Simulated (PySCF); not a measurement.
Cl2HfI2, multiplicity 1. Atoms are numbered in the order given.

```xyz
5

Hf     0.0000     0.0000     0.5669
Cl     0.0000     1.9130     1.9053
Cl     0.0000    -1.9130     1.9053
I     -2.1986     0.0000    -0.9962
I      2.1986     0.0000    -0.9962
```

Geometry optimised at PBE-D3(BJ)/def2-SVP. The spin state was assumed, not searched. The structure was generated by enumeration; whether it is a known compound was not checked. The def2 effective core potentials stand for the cores of Hf, I; spin–orbit coupling is left out.

Calculation: PBE/def2-TZVP (PySCF).

Symmetry labels are those of the subgroup C2v that the program uses (full group C2v).

Question: List the valence orbital energies around the gap with their symmetry. (Estimate from the structure and the level; the computed values follow.)

Answer: 
```tsv
orbital	symmetry	energy (eV)
HOMO−7	B1	-8.76
HOMO−6	A1	-8.55
HOMO−5	B2	-8.43
HOMO−4	B1	-8.14
HOMO−3	A1	-7.65
HOMO−2	B2	-7.30
HOMO−1	A2	-7.19
HOMO	B1	-7.01
LUMO	A1	-3.26
LUMO+1	A2	-3.20
LUMO+2	B1	-2.61
LUMO+3	A1	-2.48
```
